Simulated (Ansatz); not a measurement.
Consider the substitution at a C–Si bond: `C#C[SiH](N)[GaH2]` + `N[SiH3]` → `C#CN[SiH3]` + `N[SiH2][GaH2]`.

Computed with Ansatz on PBE0-D4/def2-TZVP structures; ΔE is electronic, products minus reactants. CBS: MP2 limit from def2 TZ/QZ plus the TZ coupled-cluster correction, frozen cores. This one scheme is used for every species. Functionals use def2-TZVPP. HSE06 is defined as in plane-wave codes. For Ga outer-core shells are correlated without core-valence functions, which leaves a few kJ/mol of doubt a bond. Scalar relativity is left out up to krypton. One conformer a species, not always the lowest.

| level | ΔE (kJ/mol) | difference from CCSD(T)/CBS |
| --- | --- | --- |
| revPBE-D4 | 84.3 | -16.2 |
| PBE0-D4 | 84.0 | -16.5 |
| ωB97X-V | 87.2 | -13.3 |
| PBE-QIDH | 91.5 | -9.0 |
| r2SCAN0 | 88.4 | -12.1 |
| HSE06 | 82.6 | -17.9 |
| HF/def2-SVP | 72.5 | -28.0 |
| SCS-MP2/def2-TZVPP | 101.2 | 0.7 |
| HF/def2-QZVPP | 88.6 | -11.9 |
| CCSD/CBS(def2) | 98.5 | -2.0 |
| CCSD(T)/CBS | 100.5 | 0 |

Largest T1 diagnostic among the species: 0.013.

In def2-TZVPP, CCSD(T) changes the Hartree–Fock value by +10.3 kJ/mol (the triples alone add +2.0 kJ/mol) and MP2 by +14.4 kJ/mol. Leaving LDA and LC-ωPBE aside and taking each functional with its dispersion term where it has one, the values, not all of them listed here, spread over 10.1 kJ/mol, from PBE-D4 to B2PLYP. LDA lies −11.7 kJ/mol from PBE without D4. At CCSD(T), def2-SVP lies −24.0 kJ/mol from the extrapolated value and def2-TZVPP −1.4 kJ/mol.

CCSD(T)/CBS has its own doubt, a few kJ/mol and more with outer-core shells, so smaller differences from it don't rank the levels.
